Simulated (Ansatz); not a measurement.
System: CH4BO2, net charge 0, doublet state. It need not be the lowest isomer of its formula. 
Coordinates optimised at B3LYP-D3(BJ)/def2-TZVP (Ansatz, a program for electronic structure):
SMILES: [B](O)OC
```xyz
8

C      1.7675    -0.2895     0.0553
O      0.4689     0.1585    -0.3205
B     -0.6473    -0.1540     0.3502
O     -1.8563     0.3024    -0.0558
H      1.7279    -0.9121     0.9503
H      2.1900    -0.8626    -0.7700
H      2.3949     0.5817     0.2438
H     -2.5821     0.0130     0.5032
```
Charge 0, spin multiplicity 2.

Wanted: atomisation energy (electronic, to ground-state atoms), in kcal/mol. Valence correlation only, unless marked. UHF or UKS for open shells. No spin-orbit coupling. No relativistic terms. The coupled-cluster limit lacks core correlation, which all-electron functionals hold. CBS(X,Y): correlation extrapolated as X^-3; Hartree-Fock from the larger set (for Q and 5 zeta extrapolated as (X+1)exp(-9√X)).

| level | program | atomisation energy (kcal/mol) |
|---|---|---|
| HSE06-D3(BJ)/def2-TZVPD | Ansatz + dftd3 | 759.0 |
| B2GP-PLYP/def2-TZVPD | Ansatz | [?] |
| B2PLYP-D3(BJ)/def2-TZVPD | Ansatz + dftd3 | 751.1 |
| SCS-MP2/6-31G | Ansatz | 631.0 |
| SCS-MP2/def2-TZVPP | Ansatz | 748.2 |
| SCS-MP2/cc-pV5Z | Ansatz | 765.6 |
| CCSD(T)/CBS(cc-pVQZ,cc-pV5Z) | Ansatz | [?] |

**Question.** Fill in the missing entries.

**Answer.** 
- B2GP-PLYP/def2-TZVPD, atomisation energy (kcal/mol): 747.0
- CCSD(T)/CBS(cc-pVQZ,cc-pV5Z), atomisation energy (kcal/mol): 754.5
